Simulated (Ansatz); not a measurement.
C4H2N2, SMILES C#C/C=N/C#N.

Geometry: PBE0-D3(BJ)/def2-SVP. The structure was generated by enumeration; whether it is a known compound was not checked.

Two levels are set side by side: PBE/def2-SVPD (Ansatz, a first-principles code) and PBE0/def2-SVPD (Ansatz). Energy differences of separate SCF runs at the same geometry; the states with an electron removed or added have multiplicity 2 and 2. Differences are taken from unrounded values.

| quantity | PBE0 |
|---|---|
| vertical ionisation energy (eV) | 10.56 |
| vertical electron affinity (eV) | 1.30 |
| vertical singlet–triplet gap (eV) | 3.02 |

Problem. What does PBE give, and how far is it from PBE0? (Estimate from the structure and the level; the computed values follow.)

Solution. 
```tsv
quantity	PBE	PBE minus PBE0
vertical ionisation energy (eV)	10.32	-0.24
vertical electron affinity (eV)	1.21	-0.09
vertical singlet–triplet gap (eV)	2.98	-0.03
```
